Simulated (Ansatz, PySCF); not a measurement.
Gas-phase reaction in SMILES: CC/C=C\CC + 4 C (CH4) -> C=C (C2H4) [ethene] + 4 CC (C2H6)
Geometries: B3LYP-D3(BJ)/def2-TZVP minima from Ansatz (a first-principles code), one conformer each, not searched for the lowest. Frequencies are from Ansatz or PySCF.

Quantity: bond separation energy (enthalpy at 298 K, with B3LYP-D3(BJ) rigid-rotor harmonic-oscillator terms), in eV. Cores are frozen in the correlated levels unless marked. Spin-orbit coupling is left out. Non-relativistic. Basis-set limits of correlation are two-point, X^-3; Hartree-Fock from the larger set. [CCSD(T)-MP2]/basis is that difference in the basis named.

```
level                                                     program  bond separation energy (eV)  minus last row
-------------------------------------------------  --------------  ---------------------------  --------------
B2PLYP-D3(BJ)/def2-TZVPD                           Ansatz + dftd3                         0.61            0.01
B2PLYP-D4/def2-TZVPD                               Ansatz + dftd4                         0.61            0.01
RPA@PBE/cc-pVQZ                                            Ansatz                         0.52           -0.08
MP2/cc-pVDZ                                                Ansatz                         0.62            0.02
RI-MP2/cc-pVQZ                                             Ansatz                         0.68            0.08
RI-MP2/CBS(cc-pVTZ,cc-pVQZ)+[CCSD(T)-MP2]/cc-pVDZ          Ansatz                         0.60            0.00
RI-MP2/CBS(cc-pVTZ,cc-pVQZ)+[CCSD(T)-MP2]/cc-pVTZ          Ansatz                         0.60            0.00
```
